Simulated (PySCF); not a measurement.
Gas-phase reaction: 4 SeO2 + C4H6 (butadiene) ⇌ 2 CSe2 + 2 CH3 + 4 O2

Computed with PySCF and rigid-rotor harmonic-oscillator thermochemistry at 1 bar. † marks an energy on the PBE0/def2-TZVP geometry and frequencies; other levels use their own. MP2 and CCSD(T) freeze the core. 6-31G* has spherical d functions here. Open shells (unrestricted): CH3 (multiplicity 2), O2 (multiplicity 3); the rest are closed-shell singlets. B3LYP is the form with VWN-RPA correlation. Se: all electrons, no relativistic terms. MP2 isn't extrapolated to the basis-set limit; its ΔH°(298 K) is 843.0 kJ in def2-SVP and 1167.6 kJ in def2-TZVPP. CCSD(T) isn't extrapolated to the basis-set limit; its ΔH°(298 K) is 736.0 kJ in def2-SVP and 1029.2 kJ in def2-TZVPP. The harmonic model lacks anharmonicity and excited electronic states, which grow with temperature; levels with a mode under 35 cm⁻¹ are left out. Internal rotation in C4H6 (butadiene) is treated as a harmonic vibration of one conformer, which makes the entropy rough. Warning, large T1 diagnostic: SeO2 (CCSD(T)/def2-SVP†).

| level | ΔE electronic, kJ | ΔH°(298 K), kJ | ΔS°(298 K), J/K | ΔG°(600 K), kJ |
|---|---|---|---|---|
| B3LYP/6-31G* | 759 | 725 | 408 | 476 |
| CCSD(T)/def2-SVP† | 772 | 736 | 408 | 487 |
| MP2/def2-SVP† | 879 | 843 | 408 | 594 |
| PBE/def2-SVP | 895 | 863 | 407 | 616 |
| PBE0/def2-QZVP† | 962 | 926 | 408 | 677 |
| r2SCAN/def2-TZVP† | 948 | 912 | 408 | 663 |
ΔH° is lowest at B3LYP/6-31G* and highest at PBE0/def2-QZVP†. No reference value is set beside these.
